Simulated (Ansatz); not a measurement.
def2 core potentials replace the inner electrons of Sn.

B3LYP has the VWN-RPA correlation part, as in Gaussian. 

Cartesian coordinates (Å):
SMILES: C=CC[CH2][Sn]([Cl])([Cl])[Cl]
```xyz
15

C     -2.8057    -0.0837    -0.5433
C     -1.8035    -0.4615     0.2506
C     -0.4880     0.2476     0.3621
C      0.6625    -0.6391    -0.1125
Sn     2.5328     0.3848     0.0473
Cl     2.9550     0.9798     2.2701
Cl     2.4765     2.3781    -1.1757
Cl     4.3735    -0.8400    -0.7052
H     -3.7424    -0.6453    -0.5876
H     -2.7285     0.8080    -1.1741
H     -1.9182    -1.3625     0.8669
H     -0.3136     0.5420     1.4121
H     -0.5177     1.1780    -0.2279
H      0.5538    -0.9280    -1.1690
H      0.7635    -1.5581     0.4860
```
Charge 0, multiplicity 1.

Task: Predict the dipole moment, HOMO, LUMO, total energy, HOMO–LUMO gap and vertical ionisation energy (Delta-SCF) from B3LYP-D3(BJ)/def2-TZVP // PBE0-D3(BJ)/def2-SVP in Ansatz (a quantum-chemistry and plane-wave program).

Result: 
The dipole moment is 3.84 D and the HOMO is -7.73 eV. The LUMO is -2.53 eV and the total energy is -1751.9147 Ha. The HOMO–LUMO gap comes out as 5.20 eV and the vertical ionisation energy (Delta-SCF) comes out as 9.65 eV.
